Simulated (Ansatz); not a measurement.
Species: sum formula Si₂H₃F₂, net charge 0, doublet state. It need not be the lowest isomer of its formula. SMILES: [SiH](F)[SiH2]F
Geometry from a B3LYP-D3(BJ)/def2-TZVP (Ansatz, a program for electronic structure) optimisation:
```xyz
7

F      1.9181     1.2415     0.1939
Si     1.1664    -0.1098    -0.2841
Si    -1.1169     0.0643     0.2927
F     -1.8637    -1.1765    -0.4137
H      1.8848    -1.2481     0.3553
H     -1.3890    -0.0229     1.7474
H     -1.6780     1.3231    -0.2443
```
Charge 0, spin multiplicity 2.

Computed values are from Ansatz. Correlated levels leave the core frozen unless marked. Open shells are spin-unrestricted. Spin-orbit coupling is left out. No relativistic terms. Basis-set limits of correlation are two-point, X^-3; Hartree-Fock from the larger set.

### Question
What is the atomisation energy De at CCSD(T)/CBS(aug-cc-pV(T+d)Z,aug-cc-pV(Q+d)Z)?

### Answer
553.0 kcal/mol.

### Question
What is the T1 diagnostic at CCSD/aug-cc-pV(Q+d)Z?

### Answer
0.014.

### Question
What is the total energy at CCSD(T)/CBS(aug-cc-pV(T+d)Z,aug-cc-pV(Q+d)Z)?

### Answer
-779.5920 Eh.

### Question
What is the dipole moment at CCSD(T)/aug-cc-pV(D+d)Z?

### Answer
0.30 D.
